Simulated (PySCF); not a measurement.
# MO for M along the fourth-period p block

r²SCAN with double-zeta basis sets in PySCF, for the lowest determinant that a PBE0 search found; no spin–orbit coupling. De refers to high-spin ground-configuration atoms. A positive dipole means M(−)O(+).

| M | basis | state (unpaired electrons) | Re (Å) | ωe (cm⁻¹) | De (eV) | μ (D) |
| --- | --- | --- | --- | --- | --- | --- |
| Ga | cc-pVDZ-PP/cc-pVDZ | doublet (σ ↑) | 1.716 | 735 | 4.24 | -3.30 |
| Ge | x2c-SVPall | singlet (closed shell) | 1.627 | 1008 | 6.78 | -2.90 |
| As | cc-pVDZ-PP/cc-pVDZ | doublet (π ↑) | 1.644 | 965 | 4.55 | -2.49 |
| Se | def2-SVP | triplet (π ↑↑) | 1.655 | 918 | 4.66 | -2.03 |

The shortest bond is that of GeO (1.627 Å), the longest that of GaO (1.716 Å).

The rows differ in basis set, which adds steps of its own.

The state changes along the series, so neighbouring rows are not always alike in their bonding.

Spin–orbit coupling is left out. States were picked by a PBE0 search and need not be the measured ground states.
